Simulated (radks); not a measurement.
Question: These are the eigenvalues of the occupied orbitals of an atom or ion with whole-number occupations (hartree). All-electron calculation, scalar-relativistic Kohn-Sham, PBE, spin-unpolarised, spherical densities, point nucleus. Program: a radial shooting solver on a logarithmic mesh with Libxc functionals.

| orbital | eigenvalue |
|---|---|
| 1s | -2883.901 |
| 2s | -507.6969 |
| 2p | -440.1003 |
| 3s | -120.2550 |
| 3p | -100.5739 |
| 3d | -79.25320 |
| 4s | -26.86718 |
| 4p | -20.41421 |
| 4d | -12.58272 |
| 5s | -5.03602 |
| 4f | -3.88099 |
| 5p | -3.33861 |
| 5d | -1.42459 |

Which element is it, and in what charge state? The configuration may be excited.

Answer: Z = 78, platinum, charge +3: Pt3+ in [Xe] 4f14 5d7. The list shows which subshells hold electrons but not how many an open one holds; the 1s level, -2883.9 hartree, gives Z - s = 75.9 by -(Z - s)^2/2, which with screening and relativity narrows Z to a few neighbours, and the depths of the outer levels then fix element, charge and occupations together.
